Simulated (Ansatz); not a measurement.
Species: H3InO3, SMILES `[OH][In]([OH])[OH]` (charge 0, multiplicity 1).

Question: Give a relaxed geometry from B3LYP-D3(BJ)/def2-TZVP (Ansatz, a program for electronic structure).

Answer: One answer among several that fit: the end point of this relaxation, one of several conformers (outside a Z-matrix the atoms follow the SMILES, hydrogens last).
Bonded distances (Å): O1–In2 1.988, O1–H5 0.964, In2–O3 1.988, In2–O4 1.988, O3–H6 0.964, O4–H7 0.964. Angles (°): In2–O1–H5 111.9, O1–In2–O3 120.0, O1–In2–O4 120.0, O3–In2–O4 120.0, In2–O3–H6 111.9, In2–O4–H7 111.9.
